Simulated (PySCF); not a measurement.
# Working out the excitation energy of P

P [Ne] 3s2 3p3 (4S) → P [Ne] 3s1 3p3 4s1 (6S). All numbers are calculated (PySCF 2.14, the spin-free X2C one-electron Hamiltonian (Gaussian nucleus), in aug-cc-pVDZ-DK). Frozen: [Ne]. Energies in hartree (1 hartree = 27.21139 eV):

```csv
part,P (lower),P (upper)
UHF,-341.524308,-341.125044
CCSD correlation,-0.085087,-0.034042
(T),-0.001546,-0.000285
```

Task: What does Hartree-Fock give?

Result: (-341.125044) − (-341.524308) = 0.399264 hartree = 10.865 eV.

Task: What do CCSD and CCSD(T) give?

Result: The CCSD correlation energies differ by 0.051045 hartree = 1.389 eV and the triples by 0.001261 hartree = 0.034 eV, so CCSD gives 12.254 eV and CCSD(T) 12.288 eV.

The upper state lies above the first ionisation limit, but in LS coupling its spin forbids autoionisation to the ground ion. A Rydberg-like electron needs more diffuse functions than a valence basis has.

A double-zeta basis recovers only part of the correlation energy.
